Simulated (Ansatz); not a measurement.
Cost and result for the atomization energy of C4H7B (12 atoms, 13 bonds).

Z-matrix (Å, degrees):
```
B
C 1 1.733
C 1 1.848 2 40.4
C 1 1.676 2 48.8 3 -180.0
H 1 1.198 2 117.5 3 -82.3
H 1 1.198 2 117.5 3 82.3
C 3 1.453 1 134.1 2 -180.0
H 4 1.085 1 116.6 2 -109.8
H 4 1.085 1 116.6 2 109.8
H 7 1.092 3 110.3 1 -59.5
H 7 1.092 3 110.3 1 59.4
H 7 1.092 3 110.9 1 180.0
```

Total charge 0; spin multiplicity 1. The bonds changed during the relaxation, so this is another structure than the one it started from. Geometry: relaxed with PBE0-D4/def2-TZVP. Program: Ansatz. All runs use 4 threads of an Arm Neoverse V1 on a shared host. Times are those of one run each, without the atoms' runs, and a repeat can differ threefold. Electronic energies, without spin–orbit coupling; frozen cores. CCSD(T)/CBS adds CCSD(T) − MP2 in def2-TZVPP to the MP2 limit, and its time is that of the two runs behind it. T1 = 0.011. B3LYP takes the VWN-RPA correlation (the form of Gaussian; ORCA's B3LYP/G).

CCSD(T)/CBS is a level of theory with its own doubt, some kJ/mol a heavy atom from the limit and from the frozen cores, so smaller differences don't rank the functionals.

```csv
level,functions,wall time,atomization (kJ/mol),difference from CCSD(T)/CBS,per bond
PBE-D4/def2-TZVPP (with forces),253,2.6 s,5061.4,163.8,12.6
PBE0-D4/def2-TZVPP,253,2.6 s,4981.8,84.2,6.5
B3LYP-D4/def2-TZVPP (with forces),253,4.1 s,4924.7,27.1,2.1
r2SCAN-D4/def2-TZVPP (with forces),253,4.8 s,4957.6,60.0,4.6
B2PLYP/def2-TZVPP,253,5.5 s,4883.3,-14.3,-1.1
ωB97X-V/def2-TZVPP,253,7.5 s,4913.9,16.3,1.3
ωB97M-V/def2-TZVPP (with forces),253,10 s,4935.1,37.5,2.9
MP2/def2-QZVPP,495,24 s,4957.7,60.1,4.6
CCSD(T)/def2-TZVPP,253,2.2 min,4793.2,-104.4,-8.0
CCSD(T)/CBS(def2),–,2.6 min,4897.6,0.0,0.0
```

In def2-TZVPP, CCSD(T) changes the Hartree–Fock value by +1118.0 kJ/mol (the triples alone add +78.2 kJ/mol) and MP2 by +1221.1 kJ/mol; breaking electron pairs costs correlation energy, which Hartree–Fock lacks. From PBE to PBE0 (25 % exact exchange), in def2-TZVPP and without D4, the atomization energy moves by −76.2 kJ/mol: exact exchange takes away binding that semilocal exchange gives to molecules. The D4 term adds +33.5 kJ/mol with B3LYP and +17.5 kJ/mol with PBE0; it sums over pairs of atoms, weighted by their polarisabilities, and B3LYP, whose exchange is more repulsive, gets the larger term.
